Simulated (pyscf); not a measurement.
## `[Cl][Mo]([Cl])([Cl])([Cl])[Cl]`, doublet

Gas-phase minimum from PySCF at ωB97X-D3(BJ)/def2-SVP, one conformer. 

```xyz
6

Cl     1.5051     2.1359    -0.5368
Mo     0.2781     0.3240    -0.0155
Cl    -0.2392     1.4156     1.9170
Cl    -1.7017     0.2784    -0.9335
Cl     1.4552    -0.7572    -1.6400
Cl     0.7495    -1.4472     1.2917
```
Charge 0, spin multiplicity 2.

Bonded distances (Å): Cl1–Mo2 2.250, Mo2–Cl3 2.279, Mo2–Cl4 2.183, Mo2–Cl5 2.279, Mo2–Cl6 2.251. Bond angles (°): Cl1–Mo2–Cl3 86.2, Cl1–Mo2–Cl4 114.5, Cl1–Mo2–Cl5 86.3, Cl1–Mo2–Cl6 130.8, Cl3–Mo2–Cl4 99.2, Cl3–Mo2–Cl5 161.6, Cl3–Mo2–Cl6 86.1, Cl4–Mo2–Cl5 99.1, Cl4–Mo2–Cl6 114.7, Cl5–Mo2–Cl6 86.1.

Properties at ωB97X-D3(BJ)/def2-SVP:

- Harmonic wavenumbers, unscaled: 6, 95, 151, 152, 176, 188, 206, 340, 413, 425, 446, 475 cm⁻¹
- Zero-point energy: 4.4 kcal/mol
- Rotational symmetry number: 2
- Entropy of this conformer at 298 K and 1 atm, rigid rotor and harmonic oscillator, modes under 100 cm⁻¹ raised to 100: 405.0 J/(mol K)
- Dipole moment: 1.42 D
- Spin expectation value S2: 0.756

Single-point totals, which compare only within one level:

```
level                   total energy (hartree)
----------------------  ----------------------
ωB97X-D3(BJ)/def2-TZVP             -2369.52948
PBE/def2-TZVP                      -2368.59489
r²SCAN/def2-TZVP                   -2369.38818
B3LYP-D3(BJ)/def2-TZVP             -2369.59811
PBE0-D3(BJ)/def2-TZVP              -2368.72368
M06-2X/def2-TZVP                   -2369.26745
ωB97M-D3(BJ)/def2-TZVP             -2369.66779
```

The lowest mode is so soft that the shape along it may change with the basis. Open-shell species with a d-block atom are single-reference here; other states, and whether the spin sits on metal or ligand, were not checked. Elements past Kr carry the def2 core potentials, without spin-orbit coupling.
